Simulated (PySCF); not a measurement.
# Working with the constants of PbF⁻

UHF constants of PbF⁻, ³Σ⁻ (triplet), unpaired electrons π ↑↑ (basis Pb aug-cc-pVDZ-PP with ECP60, F aug-cc-pVDZ; scalar-relativistic core potentials; PySCF 2.14; masses 207.9766 and 18.9984 u):

```
ωe              : 400.3 cm⁻¹
ωexe            : 2.9 cm⁻¹
Be              : 0.20575 cm⁻¹
αe              : 0.00182 cm⁻¹
D (centrifugal) : 2.17e-07 cm⁻¹
```

Problem. Give the vibrational terms G(v) and spacings up to v = 6.

Solution. G(v) = ωe(v+½) − ωexe(v+½)².

```csv
v,G(v) (cm⁻¹),G(v) − G(v−1),Bv (cm⁻¹)
0,199.4,,0.2048
1,593.9,394.5,0.2030
2,982.6,388.7,0.2012
3,1365.5,382.9,0.1994
4,1742.6,377.1,0.1976
5,2113.9,371.3,0.1957
6,2479.4,365.5,0.1939
```

Spin–orbit coupling is left out, which matters for elements this heavy, above all for dissociation energies. Hartree–Fock leaves out correlation, which carries a large part of most bond energies and some tenths to 1 eV of ionisation energies. The state is the lowest determinant that a PBE0 search found; another state may lie lower at other levels.
